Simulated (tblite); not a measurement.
All values are computed: GFN2-xTB (tblite) harmonic vibrations without scaling, gas phase. The method is semi-empirical: single wavenumbers can be off by several per cent or more. One conformer each. Open shells enter through the occupations alone, without spin polarisation, and single modes of such species can be off by tens of per cent. Thermal functions are those of the rigid rotor and harmonic oscillator, without mixing of conformers.

**Question.** Order these by their zero-point energy, highest first (kcal/mol).
A. `OC[CH]C1=CC1` [radical]
B. `[H]/[C]=N/C(=N\[H])C(C)=C=C` [radical]
C. `[H]/N=C/[C](C#N)CC=C` [radical]
D. `[H]/N=C1\C[C]2C=N[C@@H]1C2` [radical]
E. `Cc1n[c]cnc1C` [radical]
F. `O=CC#Cc1n[c]c[nH]1` [radical]

**Answer.** D (74.4), E (72.8), C (71.0), B (69.4), A (63.4), F (46.7).

```tsv
SMILES	atoms	mass (u)	symmetry number	modes under 300 cm⁻¹	ZPE (kcal/mol)	S translation (cal/(mol K))	S rotation	S vibration	S spin	S	Cp
[H]/N=C1\C[C]2C=N[C@@H]1C2	15	107.06	1	1	74.4	39.9	27.2	10.1	1.4	78.7	26.4
Cc1n[c]cnc1C	15	107.06	1	5	72.8	39.9	27.7	17.9	1.4	87.0	29.9
[H]/N=C/[C](C#N)CC=C	15	107.06	1	6	71.0	39.9	28.6	26.3	1.4	96.2	32.6
[H]/[C]=N/C(=N\[H])C(C)=C=C	15	107.06	1	7	69.4	39.9	28.4	27.2	1.4	96.9	34.9
OC[CH]C1=CC1	13	83.05	1	4	63.4	39.2	26.5	16.1	1.4	83.1	26.7
O=CC#Cc1n[c]c[nH]1	12	119.02	1	5	46.7	40.3	28.8	21.3	1.4	91.8	29.7
```

Entropies and Cp are for 298.15 K and 1 bar.
